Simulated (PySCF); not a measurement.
# Sr¹³⁺: ionisation energy

Sr¹³⁺ [Ar] 3d7 (4F) → Sr¹⁴⁺ [Ar] 3d6 (5D), as a difference of total energies. All numbers are calculated (PySCF 2.14, scalar relativity by spin-free X2C-1e, in an even-tempered Gaussian basis (19 s from 0.81 bohr⁻², ratio 2.5; 13 p from 1.1 bohr⁻², ratio 2.5; 9 d from 1.1 bohr⁻², ratio 2.5; 4 f from 6.2 bohr⁻², ratio 2.7; 4 g from 9.2 bohr⁻², ratio 2.7)). Correlated levels: outer shells: [Ne] frozen; virtual orbitals above 40 to 60 times the deepest correlated orbital energy dropped. The calculations carry no spin-orbit coupling.

| method | ionisation energy (eV) |
| --- | --- |
| UHF | 454.11 |
| LDA | 455.89 |
| PBE | 455.88 |
| PBE0 | 455.91 |
| r2SCAN | 456.26 |
| MP2 (outer shells) | 455.52 |
| SCS-MP2 (outer shells) | 455.63 |

How much does correlation contribute at MP2 (outer shells)?

455.52 − (454.11) = 1.41 eV, measured against UHF.

A first-order spin-orbit estimate (lowest level to lowest level, LS coupling) adds 0.360 eV.

Breit and QED terms and the two-electron picture change are absent.

For comparison: 454 ± 3 eV (theoretical estimate listed by NIST; NIST Atomic Spectra Database, ionization energies).
